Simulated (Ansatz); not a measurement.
Two isomers of C2H6FNOSi: A = `N[Si]1(F)COC1`, B = `N[Si]1(F)CCO1`.

Program: Ansatz. Geometries: PBE0-D4/def2-TZVP. ΔE: electronic, gas phase. CCSD(T)/CBS is the MP2 limit (def2-TZVPP, def2-QZVPP) plus CCSD(T) − MP2 in def2-TZVPP, frozen cores. Functionals use def2-TZVPP. B3LYP here is the variant with VWN-RPA as its local correlation; programs differ in this. Each species was taken in one conformer, which may not be the lowest.

A:

```xyz
12

N    -0.223   -1.978   -0.021
Si    0.455   -0.428    0.013
F     2.031   -0.692    0.063
C    -0.171    0.919    1.160
O    -0.308    1.805    0.028
C    -0.046    0.979   -1.129
H     0.337   -2.804   -0.141
H    -1.210   -2.164   -0.030
H    -1.140    0.748    1.645
H     0.515    1.341    1.901
H     0.716    1.438   -1.765
H    -0.956    0.838   -1.724
```

B:

Z-matrix (Å, degrees):
```
Si
F 1 1.595
C 1 1.864 2 113.3
O 1 1.650 2 115.1 3 -92.4
N 1 1.684 2 104.2 3 140.6
C 1 2.260 2 120.7 3 -47.3
H 3 1.089 1 116.6 2 136.3
H 3 1.089 1 117.2 2 3.6
H 5 1.004 1 123.6 2 165.9
H 5 1.005 1 122.7 2 -9.9
H 6 1.092 1 128.1 2 -173.6
H 6 1.092 1 121.7 2 -6.0
```

(1) Which isomer does CCSD(T)/CBS put lower? Give the gap. (Estimate.)

(2) Give E(B) − E(A) in kJ/mol with r2SCAN-D4, MP2/def2-TZVPP, CCSD(T)/def2-TZVPP, CCSD/def2-TZVPP, B3LYP, B2PLYP, HF/def2-TZVPP. (An estimate is asked.)

Largest T1 diagnostic: 0.011.

Answers

(1) Ansatz gave: B, by 198.0 kJ/mol.

(2) The calculation gave: r2SCAN-D4 -194.5, MP2/def2-TZVPP -205.7, CCSD(T)/def2-TZVPP -198.6, CCSD/def2-TZVPP -200.0, B3LYP -187.7, B2PLYP -195.0, HF/def2-TZVPP -203.3. None reverses the order clearly.

From PBE to PBE0 (25 % exact exchange), in def2-TZVPP and without D4, E(B) − E(A) moves by −9.0 kJ/mol.
